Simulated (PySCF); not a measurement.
Species: GeH7NSi2.
Bonds: N1–Si2, Si2–Si3, Si3–Ge4, N1–Ge4. Hydrogens: H5 on N1; H6, H7 on Si2; H8, H9 on Si3; H10, H11 on Ge4.

Method: PBE0-D3(BJ)/def2-SVP geometry optimisation, gas phase in PySCF 2.14.0; density fitting, grid level 1; the optimiser is geomeTRIC in internal coordinates, started from a GFN2-xTB structure with every atom displaced at random (about 0.01 Å).

The end geometry, which sets the zero of energy:
```
atom  x, y, z in Å
N1      0.7030   -1.1575    0.0770
Si2    -1.0294   -1.0379    0.2594
Si3    -0.8569    1.2888   -0.0771
Ge4     1.4125    0.5350   -0.2433
H5      1.2526   -2.0096    0.1218
H6     -1.5502   -1.4639    1.6002
H7     -1.8225   -1.7946   -0.7646
H8     -1.1549    2.1746    1.0887
H9     -1.4574    1.8650   -1.3174
H10     2.4176    0.9581    0.8521
H11     2.1270    0.6140   -1.6119
```

Question: These geometries come from the run, each turned onto the end geometry. Order them by energy, lowest first.
A.
```
atom  x, y, z in Å
N1      0.6742   -1.0788    0.0659
Si2    -1.0582   -1.0584    0.2657
Si3    -0.9671    1.2495   -0.0678
Ge4     1.3805    0.6715   -0.2587
H5      1.1952   -1.9057    0.0997
H6     -1.4852   -1.5215    1.5904
H7     -1.7549   -1.8450   -0.7487
H8     -1.1394    2.2271    1.0176
H9     -1.4397    1.9047   -1.2620
H10     2.4559    0.8248    0.8028
H11     2.1802    0.5038   -1.5199
```
B.
```
atom  x, y, z in Å
N1      0.6985   -1.1361    0.0698
Si2    -1.0346   -1.0501    0.2649
Si3    -0.8827    1.2793   -0.0702
Ge4     1.3915    0.5588   -0.2582
H5      1.2526   -1.9955    0.1067
H6     -1.5434   -1.4871    1.6077
H7     -1.8171   -1.8212   -0.7582
H8     -1.1393    2.1921    1.0835
H9     -1.4446    1.9023   -1.3095
H10     2.3980    0.9623    0.8729
H11     2.1625    0.5672   -1.6245
```
C.
```
atom  x, y, z in Å
N1      0.7024   -1.1533    0.0716
Si2    -1.0290   -1.0463    0.2637
Si3    -0.8702    1.2808   -0.0787
Ge4     1.4036    0.5472   -0.2547
H5      1.2498   -2.0086    0.1107
H6     -1.5461   -1.4684    1.6066
H7     -1.8243   -1.8060   -0.7562
H8     -1.1450    2.1741    1.0877
H9     -1.4498    1.8897   -1.3142
H10     2.3970    0.9672    0.8548
H11     2.1529    0.5958   -1.6065
```

Answer: C (0.004 eV), B (0.023 eV), A (0.387 eV).

In the order of the answer:

```json
{"step": "2", "E above end (eV)": "0.004", "largest force (eV/Å)": "0.17", "rms force component (eV/Å)": "0.041", "rms distance from end (Å)": "0.018", "rms bond change (Å)": "0.002", "bond most changed (Å)": "N1–Ge4 +0.005"}
{"step": "1", "E above end (eV)": "0.023", "largest force (eV/Å)": "0.51", "rms force component (eV/Å)": "0.169", "rms distance from end (Å)": "0.032", "rms bond change (Å)": "0.010", "bond most changed (Å)": "Ge4–H11 +0.023"}
{"step": "0", "E above end (eV)": "0.387", "largest force (eV/Å)": "2.35", "rms force component (eV/Å)": "0.782", "rms distance from end (Å)": "0.109", "rms bond change (Å)": "0.036", "bond most changed (Å)": "N1–Ge4 +0.052"}
```

What follows is the cost of the whole optimisation. On one thread, Arm Neoverse V1 (aarch64), on a shared host, this took 39 s wall and 0.51 GiB of memory at its peak.
